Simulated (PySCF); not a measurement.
**CaSb⁺: frontier orbitals**

PBE0 at R = 2.969 Å; Ca x2c-SVPall, Sb x2c-SVPall; spin-free X2C with a Gaussian nucleus (PySCF 2.14). State: ³Σ⁻ (triplet), unpaired electrons π ↑↑. Only the outer orbitals are listed, counted within each symmetry.

```tsv
spin	orbital	occ.	ε (eV)	on Ca (%)	main shells (%)
α	7π	1	-36.32	100	100 Ca p
α	7π	1	-36.32	100	100 Ca p
α	14σ	1	-36.16	99	99 Ca p
α	15σ	1	-18.66	6	94 Sb s
α	16σ	1	-10.53	31	65 Sb p, 24 Ca s
α	8π	1	-10.21	12	87 Sb p, 8 Ca d
α	8π	1	-10.21	12	87 Sb p, 8 Ca d
α	17σ	0	-6.97	90	70 Ca s, 10 Ca p, 10 Sb p
α	3δ	0	-5.69	100	100 Ca d
α	3δ	0	-5.69	100	100 Ca d
β	7π	1	-36.28	100	100 Ca p
β	7π	1	-36.28	100	100 Ca p
β	14σ	1	-36.09	99	99 Ca p
β	15σ	1	-16.90	8	92 Sb s
β	16σ	1	-9.88	42	54 Sb p, 34 Ca s
β	8π	0	-7.04	32	67 Sb p, 26 Ca d
β	8π	0	-7.04	32	67 Sb p, 26 Ca d
β	17σ	0	-6.93	84	58 Ca s, 16 Sb p, 15 Ca p
```

Which are the highest filled and the lowest empty level, where do they sit, and how wide is the gap?

Highest filled β 16σ at -9.88 eV (in %: 54 Sb p, 34 Ca s); lowest empty β 8π at -7.04 eV (in %: 67 Sb p, 26 Ca d); the gap at PBE0 is 2.84 eV.

```json
{
 "bond order (Mayer)": "1.45",
 "⟨S²⟩": "2.018",
 "charge on Ca (Mulliken, basis-dependent)": "0.90",
 "charge on Ca (Löwdin, basis-dependent)": "0.76",
 "dipole moment (positive dipole points towards Sb; it is taken about the centre of mass and depends on that origin)": "-12.48 D",
 "polarisability along the bond": "156.6 bohr³",
 "polarisability across the bond": "54.5 bohr³"
}
```

Spin–orbit coupling is left out. The state was picked by a PBE0 search and need not be the measured ground state.
